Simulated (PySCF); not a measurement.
Working with the constants of LiBe

B97-3 constants of LiBe, ²Σ⁺ (doublet), unpaired electrons σ ↑ (PySCF, no relativity, basis sets Li cc-pVDZ, Be cc-pVDZ; masses 7.0160 and 9.0122 u):

- ωe: 351.7 cm⁻¹
- ωexe: 5.87 cm⁻¹
- Be: 0.64687 cm⁻¹
- αe: 0.0137 cm⁻¹
- De to Li + Be: 0.443 eV

Task: What force constant and bond length do these constants imply?

Result: Reduced mass μred = 3.9449 u; k = 5.8918×10⁻⁷·μred·ωe² (u, cm⁻¹, mdyn/Å) = 0.287 mdyn/Å; Re = √(16.8576/(μred·Be)) (u, cm⁻¹, Å) = 2.570 Å.

Task: Estimate the centrifugal constant D from the Kratzer relation and find the Dunham coefficient a1.

Result: D = 4Be³/ωe² = 8.75e-06 cm⁻¹; a1 = −1 − αeωe/(6Be²) = -2.92.

The state is the lowest determinant that a PBE0 search found; another state may lie lower at other levels.
